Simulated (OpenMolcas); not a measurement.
Ge⁺: CASPT2 settings compared

```yaml
Program: OpenMolcas
Basis: ANO-RCC-VTZP [6s5p3d1f]
Scalar_Hamiltonian: DKH4, point nucleus
Active_space: 3 electrons in 4 orbitals (4s 4p)
State_averaging: 2S+1 = 2 odd, 3 roots; 2S+1 = 2 even, 5 roots; 2S+1 = 4 even, 3 roots kept (CI in the orbitals of an earlier block)
Spin-orbit_coupling: state interaction with AMFI integrals over the reference wave functions, term energies averaged over their components
```

Methods on the same reference wave functions:
A. CASSCF
B. SS-CASPT2, IPEA 0.4 Eh, sigma1 regulariser 0.25 Eh (closed shells correlated: 3s 3p 3d)
C. SS-CASPT2, IPEA 0.1 Eh, real shift 0.25 Eh (closed shells correlated: none)
D. SS-CASPT2, IPEA 0.1 Eh, imaginary shift 0.1 Eh (closed shells correlated: 3d)

Energies in cm-1 above 4s2 4p 2P* 1/2, the measured ground level; measured values from NIST Handbook of Basic Atomic Spectroscopic Data.

```csv
Level,A,B,C,D,Measured
4s2 4p 2P* 1/2,0.0,0.0,0.0,0.0,0.0
4s2 4p 2P* 3/2,1597,1597,1597,1597,1767
4s 4p2 4P 1/2,44592,49790,46920,49540,51576
4s 4p2 4P 3/2,45111,50300,47440,50060,52291
4s 4p2 4P 5/2,45964,51150,48290,50910,53367
```

Deviations, from unrounded energies. A percentage is the sum of absolute deviations over the sum of measured energies, with the sign that they share, or ± where signs differ.

| Against measurement | Levels | A | B | C | D |
| --- | --- | --- | --- | --- | --- |
| mean absolute deviation (cm-1) | 4 | 5400 | 1500 | 3700 | 1700 |
| fine structure of the ground term (%) | 1 | -9.6 | -9.6 | -9.6 | -9.6 |
| other configurations (%) | 3 | -13.7 | -3.8 | -9.3 | -4.3 |

B lies closest to measurement on these levels and A furthest from it. The largest miss of B in the table is 4s 4p2 4P 5/2, by -2200 cm-1. The ranking rests on the paired levels alone, and a cruder setting can come out closer through cancelling errors.

Among B to D the level of the table that moves most is 4s 4p2 4P 1/2, by 2900 cm-1 (lowest in C, highest in B). Moves below CASPT2's spread within the term are not significant.

The lowest spin-free term lies below A's lowest term by 0.623 hartree in B, 0.024 hartree in C, 0.418 hartree in D.

Over all roots computed the reference weight is 0.90 to 0.95 in D; the roots of lowest weight are the least certain, and an intruder state may touch them. Terms from blocks run as CI alone lack orbitals of their own. Terms of s pⁿ other than that of highest spin mix with s² pⁿ⁻² d, which this space lacks; all of them can be thousands of cm-1 off, and some have no real level of that name. Without dynamic correlation excited terms often stand tens of per cent too high (terms of higher spin than the ground term too low), and those without a measured partner can miss by more than the paired ones (holds for A). Measured partners are found by configuration, term and J. A level has none where our copy of the source lacks it or the pairing is in doubt (some pairs that miss far off the trend of their configuration count as doubtful), and it then counts in no deviation. Levels of configurations outside the active space are missing. The table leaves out levels that lie high or whose names do not pair safely across all columns.

* marks odd parity.
